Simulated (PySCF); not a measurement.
# Stationary points of SeH₃⁺

These are results of PySCF, PBE0, basis Se def2-TZVP, H def2-TZVP (no relativity, density fitting), not measurements.

Relaxations began from a few typed shapes. The search is not exhaustive: other isomers or separated fragments can lie lower, and high-lying points may rest on an excited occupation.

| spin | group | bonds | angles | imaginary modes (cm⁻¹) | ΔE (kJ/mol) | ΔE with ZPE (kJ/mol) |
| --- | --- | --- | --- | --- | --- | --- |
| singlet | C3v | Se–H 1.480 Å (×3) | H–Se–H 92.6° (×3) | none | 0.0 | 0.0 |
| singlet | D3h | Se–H 1.453 Å (×3) | H–Se–H 120.0° (×3) | 1091i | 155.4 | – |

The lowest minimum found is the singlet C3v: Se–H 1.480 Å (×3); H–Se–H 92.6° (×3).

Counting electrons, selenium keeps 2 of its valence electrons outside its bonds, so the VSEPR class is AX3E1 and the expected shape is trigonal pyramidal (C3v), as computed. The angle of 93° is close to 90°: the heavy centre bonds with nearly pure p orbitals and keeps its lone pair s-like.
